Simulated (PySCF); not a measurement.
Vertical excitations of a molecule C2H9ClSi3 from TDA-B3LYP/def2-SVPD in PySCF, as energy in eV (oscillator strength): 5.40 (0.031), 5.92 (0.022), 6.15 (0.182), 6.19 (0.004), 6.38 (0.050), 6.45 (0.023). Lowest triplet (TDA): 4.85 eV. Geometry: B3LYP-D3(BJ)/def2-SVP. One conformer was computed; it need not be the lowest.

Which structure fits?
A. C=C([SiH2][SiH3])[SiH2]Cl
B. Cl[SiH2][Si@H]1CC[SiH2]1
C. [SiH3][SiH2]/C([SiH3])=C/Cl
D. [SiH3][SiH2][SiH2]/C=C\Cl

B, Cl[SiH2][Si@H]1CC[SiH2]1
